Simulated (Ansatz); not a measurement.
Geometry optimisation, Ansatz 0.2.0, UKS B3LYP/6-31G.

Input file:

```yaml
crystal:
  periodic: [false, false, false]
  atoms:
    - { symbol: Si, position_ang: [-0.8288, -0.0032, -0.4445] }
    - { symbol: Cl, position_ang: [-0.4505, 2.4182, -0.8881] }
    - { symbol: H, position_ang: [-1.337, -0.6672, -1.6391] }
    - { symbol: H, position_ang: [-2.098, 0.4171, 0.2008] }
    - { symbol: Si, position_ang: [0.5872, -0.7626, 1.2235] }
    - { symbol: H, position_ang: [0.6811, 1.335, -1.6665] }
    - { symbol: F, position_ang: [0.7745, 0.142, -1.6415] }
    - { symbol: H, position_ang: [1.1689, 0.3135, 2.0318] }
    - { symbol: H, position_ang: [-0.191, -1.6245, 2.1194] }
    - { symbol: H, position_ang: [1.6936, -1.5684, 0.7042] }
magnetization:
  spin_polarized: true
basis:
  gaussian: { orbitals: "6-31G" }
hamiltonian:
  xc: b3lyp
relax:
  f_tol: 0.15
  max_steps: 25
  restrain:
    - { distance: [0, 6], at: 2.98, k: 30.0 }
    - { distance: [5, 1], at: 2.63, k: 30.0 }
    - { distance: [0, 1], at: 2.13, k: 30.0 }
    - { distance: [5, 6], at: 0.88, k: 30.0 }
```

Run as:

```bash
$ ansatz run input.yaml --threads 2 --pin off --max-ram 3072MiB --backend cpu --events-out ev --progress --plain --runs-dir out
```

Where does it end, and by what steps?

The run converged. The restraints hold the end off the free minimum. Limits of this set-up: no polarisation functions. After 7 steps the energy has fallen by 1.314 eV (the restraints' own energy left out); H6 moved furthest, 0.70 Å. Parted: Si1–F7. Joined: H6–F7.

```
step  energy less start (eV)  largest force component (eV/Å)  accepted
   0                  0.0000                           2.522       yes
   1                 -0.5478                           2.332       yes
   2                 -0.5501                           4.136       yes
   3                 -0.8886                           2.943       yes
   4                 -1.2248                           1.533       yes
   5                 -1.2874                           1.376       yes
   6                 -1.3079                           1.415       yes
   7                 -1.3140                           1.424       yes
```

```xyz
10
Properties=species:S:1:pos:R:3
Si -1.207 0.128 -0.254
Cl -0.799 2.208 -0.683
H -1.379 -0.563 -1.568
H -2.538 0.166 0.443
Si 0.521 -0.713 1.131
H 1.355 1.193 -1.793
F 1.437 0.284 -1.632
H 1.387 0.402 1.634
H -0.128 -1.381 2.312
H 1.351 -1.726 0.411
```

The run took 8.4 s on 2 threads of AMD EPYC 9R45 96-Core Processor (Zen 5) (shared host), peak memory 0.22 GiB.
